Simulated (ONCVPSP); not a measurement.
**What one change does to a pseudopotential (germanium, ONCV)**

```json
{"Element": "germanium", "Generator": "ONCVPSP 4.0.1", "Type": "optimised norm-conserving Vanderbilt (ONCV)", "Functional": "BLYP", "Relativity": "scalar-relativistic", "Frozen core": "[Ar]", "Valence charge": "14", "Reference configuration": "3d10 4s2 4p1 (charge +1)", "Partial waves": "4s: rc 1.85 bohr, ncon 4, nbas 8, qcut 3.1 1/bohr, 2 projectors, debl 2.9 Ha; 4p: rc 2.20 bohr, ncon 3, nbas 7, qcut 3.1 1/bohr, 1 projector; 3d: rc 1.10 bohr, ncon 5, nbas 9, qcut 16.6 1/bohr, local; f scattering state at 0.38 Ha: rc 2.00 bohr, ncon 4, nbas 8, qcut 5.9 1/bohr, 2 projectors, debl 2.1 Ha", "Local potential": "the d channel", "Core correction": "Teter function fitted to the true core (icmod 2), fcfact 0.25"}
```

All-electron outer shells of the reference configuration (BLYP, scalar-relativistic, ld1.x):

```csv
shell,level (eV),outermost node (bohr),outermost maximum (bohr)
3s,-177.18,0.26,0.54
3p,-124.41,0.23,0.54
3d,-38.20,–,0.50
4s,-19.83,0.77,1.71
4p,-11.20,0.82,2.08
```

Change: core correction none.

Cutoffs: the cutoffs (Ha) at which the residual kinetic energy of the hardest occupied pseudo-wave falls to 1 and 0.1 mHa per electron; they do not see the model core or the augmentation charge, which bear on the density cutoff. Errors are all-electron minus pseudo energies relative to the spin-unpolarised reference configuration.

Q: What does the change do?

A: The potential gets neither clearly harder nor softer (105 Ha and 117 Ha → 105 Ha and 117 Ha); both files keep a bound ghost (p, s); of the 4 tests that both files solve, the error grows in 1 and shrinks in 2 by more than 15 % and 0.3 meV (median size 3.5 → 2.2 meV).

```csv
quantity,base,changed
"cutoff, loose",105 Ha,105 Ha
"cutoff, tight",117 Ha,117 Ha
bound ghosts,"s, p","s, p"
GHOST(+) flags under 300 eV,"f at 146.2 eV, s at 155.5 eV","f at 146.2 eV, s at 155.5 eV"
"error for 3d10 4s2 4p2, meV [ΔE -7.36 eV]",+0.7,+1.4
"error for 3d10 4s2 4p0, meV [ΔE 15.46 eV]",-6.3,-3.1
"error for 3d10 4s1 4p0, meV [ΔE 50.40 eV]",-37,+3.0
"error for 3d10 4s1 4p3, meV [ΔE 0.67 eV]",0.0,0.0
s: phases at 1.87 bohr within 0.05 rad from the reference energy up to (Ha; the scan ends near 5),3.7,3.7
p: phases at 2.23 bohr within 0.05 rad from the reference energy up to (Ha; the scan ends near 5),1.3,1.3
d: phases at 1.11 bohr within 0.05 rad from the reference energy up to (Ha; the scan ends near 5),1.1,1.1
f: phases at 2.03 bohr within 0.05 rad from the reference energy up to (Ha; the scan ends near 5),4.4,4.4
```

 A true bound ghost makes a file unfit for plane-wave use even where its test errors are small: the radial tests pick states by their node count and pass the ghost by.
